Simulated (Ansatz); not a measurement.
`[F][In]` + HCl → `[Cl][In]` + H–F at 298.15 K and 1 bar (ligand exchange at the In–F bond).

Calculated with Ansatz (gas phase, PBE0-D4/def2-TZVP geometries, no zero-point term in ΔE). CCSD(T)/CBS is the MP2 limit (def2-TZVPP, def2-QZVPP) plus CCSD(T) − MP2 in def2-TZVPP, frozen cores. This one scheme is used for every species. Elements past krypton have def2 core potentials. For In outer-core shells are correlated without core-valence functions, which leaves a few kJ/mol of doubt a bond.

| species | CCSD(T)/CBS energy (Eh) | H − E (kJ/mol) | S (J/(mol·K)) |
| --- | --- | --- | --- |
| `[F][In]` | -289.66597 | 12.4 | 236.2 |
| HCl | -460.38127 | 26.6 | 186.8 |
| `[Cl][In]` | -649.67004 | 11.6 | 248.3 |
| H–F | -100.39570 | 33.5 | 173.6 |

H − E and S are ideal-gas, rigid-rotor, harmonic terms from PBE0-D4/def2-TZVP. 1 Eh = 2625.50 kJ/mol, R = 8.31446 J/(mol·K).

**Question.** By hand: ΔE, ΔH, ΔS and ΔG.

**Answer.** ΔE = (-649.67004) + (-100.39570) − (-289.66597) − (-460.38127) = -0.01850 Eh = -48.6 kJ/mol. Δ(H − E) = 11.6 + 33.5 − 12.4 − 26.6 = 6.1, so ΔH = -42.5 kJ/mol. ΔS = 248.3 + 173.6 − 236.2 − 186.8 = -1.1 J/(mol·K). ΔG = -42.5 − 298.15 × (-1.1)/1000 = -42.2 kJ/mol.

**Question.** By hand: the equilibrium constant, and the temperature at which ΔG would vanish if ΔH and ΔS stayed fixed.

**Answer.** log₁₀ K = −ΔG/(RT ln 10) = 7.4. ΔG = 0 at ΔH/ΔS = 38636 K, far beyond where these terms or the molecules hold.

The number of gas molecules stays the same, so ΔS is small and ΔH decides. A doubt of 5 kJ/mol in ΔE shifts log₁₀ K by 0.9 here. These are equilibria of isolated gas molecules and say nothing of rates. Largest T1 diagnostic: 0.018 (customary marks: 0.02 for closed shells, 0.045 for open ones).
